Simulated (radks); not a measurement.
Method: non-relativistic Kohn-Sham, LB94 model potential, spin-polarised, spherical densities, point nucleus; computed with a radial shooting solver on a logarithmic mesh with Libxc functionals. Response by self-consistent Sternheimer equations with the Hartree and adiabatic LDA kernel. Rank Ne6+, C2+, N3+, O4+, F5+, Be, B+, Mg8+ (NIST ground configurations) by static dipole polarisability, largest first.

Answer. Be 42.88, B+ 10.93, C2+ 4.357, N3+ 2.168, O4+ 1.234, F5+ 0.7683, Ne6+ 0.5108, Mg8+ 0.2589 bohr^3.
